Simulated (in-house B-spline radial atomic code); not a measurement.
A run on neutral molybdenum that did not converge. Method: scalar-relativistic (X2C) wB97X, spin-polarised, spherical fractional occupations, exact exchange averaged over the configuration, Fermi nucleus of rms radius 4.4091 fm; computed with an all-electron radial atomic-structure program (B-spline basis).

Command:
```bash
python run_scf.py task.json out
```
Settings (nuclear radius in fm, mass in u):
```
Z                42
configuration    [Kr] 4d5 5s1
hamiltonian      x2c
method           wb97x
spin_polarised   True
nucleus          fermi
rms_radius       4.4091
atomic_mass      97.9054
speed_of_light   137.035999084
exact_exchange   averaged over the configuration
```

First and last ten iterations of the last attempt (damped for 15 steps, keeping 80 % of the old Fock matrix, then DIIS):
```
 iter        energy (Eh)    residual
    1       -4042.884170    4.37e-01
    2       -4045.594245    2.35e-01
    3       -4046.977047    1.66e-01
    4       -4047.699974    1.16e-01
    5       -4048.074894    8.23e-02
    6       -4048.267906    5.89e-02
    7       -4048.366693    4.16e-02
    8       -4048.417173    3.11e-02
    9       -4048.443126    2.41e-02
   10       -4048.456688    1.87e-02
  111       -4048.474260    4.02e-06
  112       -4048.474260    3.28e-06
  113       -4048.474260    1.42e-06
  114       -4048.474260    1.07e-06
  115       -4048.474260    1.40e-06
  116       -4048.474260    1.19e-06
  117       -4048.474260    1.18e-06
  118       -4048.474260    1.25e-06
  119       -4048.474260    1.19e-06
  120       -4048.474260    1.62e-06
 not converged after 120 iterations
```

The smallest residual met was 1.1e-06; the threshold is about 4e-07. Over the last five steps the energy moves by less than 1e-08 hartree, but the orbitals didn't meet the threshold. Cost of the run: 22 s on 1 thread of Intel(R) Xeon(R) Platinum 8375C CPU @ 2.90GHz, with other jobs on the host.
